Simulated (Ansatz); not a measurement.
Ansatz results at the PBE0-D4/def2-TZVP geometry: HOMO energy (B3LYP/def2-TZVPP) -8.73 eV; HOMO–LUMO gap (PBE0/def2-TZVPP) 9.09 eV; size of the dipole moment (PBE/def2-TZVPP) 0.81 D.

Each molecule was computed in one conformer, which needn't be the lowest.

Task: Which molecule gave them?
A. `CB(Cl)[SeH]`
B. `NBCl`
C. `OB(O)O[SiH3]`
D. `CN(C)B(N(C)C)N(C)C`

Result: C. The others give `NBCl`: -8.15, 8.62, 2.67; `CB(Cl)[SeH]`: -7.34, 6.58, 1.70; `CN(C)B(N(C)C)N(C)C`: -5.63, 6.68, 0.00.

B3LYP here is the variant with VWN-RPA as its local correlation; programs differ in this.
